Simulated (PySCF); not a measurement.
Co²⁺: excitation energy

Co²⁺ [Ar] 3d7 (4F) → Co²⁺ [Ar] 3d6 4s1 (6D), as a difference of total energies. Computed with PySCF 2.14 in aug-cc-pwCVTZ-DK with one added diffuse shell each of s, p, d, f, g type (11s10p8d5f4g, 152 functions), with scalar relativity by spin-free X2C-1e. The calculations carry no spin-orbit coupling.

```json
{"method": "UHF", "excitation energy (eV)": "4.368"}
{"method": "BP86", "excitation energy (eV)": "5.808"}
{"method": "PW91", "excitation energy (eV)": "5.741"}
{"method": "M06", "excitation energy (eV)": "5.557"}
```
